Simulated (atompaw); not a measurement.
u(r) = r·R(r): atom against pseudo-atom (silicon)

Columns: radius, all-electron u(r) and pseudo u(r) of the 3s shell (level -10.77 eV) of silicon in the configuration [Ne] 3s2 3p2; PBE, non-relativistic, PAW (atompaw) scheme, atompaw 4.2.0.5.

| r (bohr) | all-electron | pseudo |
| --- | --- | --- |
| 0.092 | 0.1395 | 0.0790 |
| 0.185 | -0.0921 | 0.1579 |
| 0.277 | -0.2715 | 0.2341 |
| 0.369 | -0.3372 | 0.3074 |
| 0.462 | -0.3094 | 0.3779 |
| 0.554 | -0.2229 | 0.4432 |
| 0.646 | -0.1056 | 0.5036 |
| 0.738 | 0.0228 | 0.5584 |
| 0.831 | 0.1513 | 0.6078 |
| 0.923 | 0.2694 | 0.6504 |
| 1.015 | 0.3747 | 0.6867 |
| 1.108 | 0.4662 | 0.7168 |
| 1.200 | 0.5418 | 0.7403 |
| 1.292 | 0.6034 | 0.7576 |
| 1.385 | 0.6524 | 0.7693 |
| 1.477 | 0.6888 | 0.7754 |
| 1.569 | 0.7143 | 0.7764 |
| 1.662 | 0.7300 | 0.7729 |
| 1.754 | 0.7369 | 0.7653 |
| 1.846 | 0.7365 | 0.7542 |
| 1.938 | 0.7298 | 0.7400 |
| 2.031 | 0.7178 | 0.7230 |
| 2.123 | 0.7018 | 0.7040 |
| 2.215 | 0.6824 | 0.6830 |
| 2.308 | 0.6601 | 0.6602 |
| 2.400 | 0.6361 | 0.6361 |

How many radial nodes do the two functions have?

The all-electron 3s function has n − l − 1 = 2; the pseudo-wave has 0, since the states of the same l below it are removed with the core.

Is the pseudo-wave norm-conserving?

No, it belongs to a PAW set: the norm inside the radius is not constrained, and the difference is carried by the augmentation charge.
